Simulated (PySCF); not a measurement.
Computed IR spectrum (relative IR intensity) of a molecule C4H5Cl. Coordinates come from a PBE-D3(BJ)/def2-SVP optimisation. One conformer was computed; it need not be the lowest. All values below come from PBE-D3(BJ)/def2-SVP (PySCF). Frequencies are harmonic and unscaled.

Lines under 2 % of the strongest are left out, and lines within 2 cm⁻¹ are merged.

| ν (cm⁻¹) | relative intensity |
|---|---|
| 473 | 14 |
| 539 | 11 |
| 694 | 40 |
| 739 | 100 |
| 837 | 39 |
| 877 | 74 |
| 1050 | 3.2 |
| 1200 | 61 |
| 1330 | 2.7 |
| 1365 | 5.8 |
| 1401 | 14 |
| 1425 | 21 |
| 2015 | 36 |
| 2965 | 35 |
| 3036 | 21 |
| 3089 | 13 |
| 3116 | 5.1 |

Problem. Which structure fits?
A. C=C=CCCl
B. CC=C=CCl
C. C=C/C=C/Cl
D. C#CCCCl

Solution. B, CC=C=CCl
